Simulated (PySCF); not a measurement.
Electronic structure of Sb⁺ (antimony, charge +1) at the UHF level

Configuration: [Kr] 4d10 5s1 5p3, high-spin 5S determinant (an excited configuration). All numbers are calculated (PySCF 2.14, scalar relativity through the core potential, in aug-cc-pVTZ-PP with ECP28MDF (6s5p4d2f, 55 functions)).

```json
{
 "Total energy": "-238.810942 hartree",
 "One-electron energy": "-411.4549 hartree",
 "Hartree (Coulomb) energy": "190.9825 hartree",
 "Exchange energy": "-18.3385 hartree",
 "⟨S²⟩": "6.0041",
 "⟨L²⟩": "0.000",
 "Sum of ⟨r⟩": "27.12 bohr",
 "Sum of ⟨r²⟩": "47.07 bohr²"
}
```

```json
{"shell": "4s α", "electrons": "1", "mean orbital energy (eV)": "-187.49", "rms radius, mean of both spins (bohr)": "0.849"}
{"shell": "4s β", "electrons": "1", "mean orbital energy (eV)": "-186.57", "rms radius, mean of both spins (bohr)": "0.849"}
{"shell": "4p α", "electrons": "3", "mean orbital energy (eV)": "-134.87", "rms radius, mean of both spins (bohr)": "0.916"}
{"shell": "4p β", "electrons": "3", "mean orbital energy (eV)": "-134.21", "rms radius, mean of both spins (bohr)": "0.916"}
{"shell": "4d α", "electrons": "5", "mean orbital energy (eV)": "-53.942", "rms radius, mean of both spins (bohr)": "1.10"}
{"shell": "4d β", "electrons": "5", "mean orbital energy (eV)": "-53.254", "rms radius, mean of both spins (bohr)": "1.10"}
{"shell": "5s α", "electrons": "1", "mean orbital energy (eV)": "-29.687", "rms radius, mean of both spins (bohr)": "2.33"}
{"shell": "5p α", "electrons": "3", "mean orbital energy (eV)": "-17.849", "rms radius, mean of both spins (bohr)": "2.77"}
```

Energies and moments cover only the electrons outside the core potential.
